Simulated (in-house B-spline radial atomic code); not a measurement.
**Ionising Cs⁶⁺ with different functionals**

Computed with a B-spline radial code for spherical atoms: scalar-relativistic (spin-free X2C) Hamiltonian, Fermi nucleus of rms radius 4.8041 fm, spin-polarised at highest spin, spherical fractional occupations for the functionals, the average over the highest-spin determinants for Hartree-Fock. The ionisation energy is the difference of two self-consistent energies, [Kr] 4d10 5s2 5p1 → [Kr] 4d10 5s2, without Breit or QED terms; ε is the level of the shell that loses the electron (its least bound occupied spin orbital). There is no spin-orbit coupling in this Hamiltonian.

Hybrids are left out here: with spherical fractional occupations of an open shell their exact exchange keeps a self-interaction that integer-occupation calculations don't have.

```tsv
method	rung	ΔSCF (eV)	-ε(5p) (eV)
Hartree-Fock	Hartree-Fock	80.68	80.88
LDA VWN5	LDA	82.14	76.04
LDA PW92	LDA	82.13	76.03
LDA exchange-only	LDA	80.73	74.71
PBE	GGA	81.64	75.64
PBEsol	GGA	81.71	75.74
BLYP	GGA	81.75	75.63
RPBE	GGA	81.45	75.52
PW91	GGA	81.79	75.78
BP86	GGA	81.84	75.84
AM05	GGA	81.70	75.73
OLYP	GGA	81.45	75.62
TPSS	meta-GGA	81.41	75.56
SCAN	meta-GGA	81.57	75.77
r2SCAN	meta-GGA	?	?
revTPSS	meta-GGA	?	?
```

Question: What does revTPSS give?

Answer: ΔSCF 81.34 eV, and -ε(5p) = 75.53 eV.

Question: What does r2SCAN give?

Answer: ΔSCF 81.41 eV, and -ε(5p) = 75.73 eV.

Question: How do they compare with the NIST value?

Answer: NIST lists 83 eV ± 2 (tabulated theory, ground level to ground level). Errors run from -2.22 to -0.76 eV; all lie within about twice that uncertainty, so the table can't rank the methods. Hartree-Fock also lacks correlation.
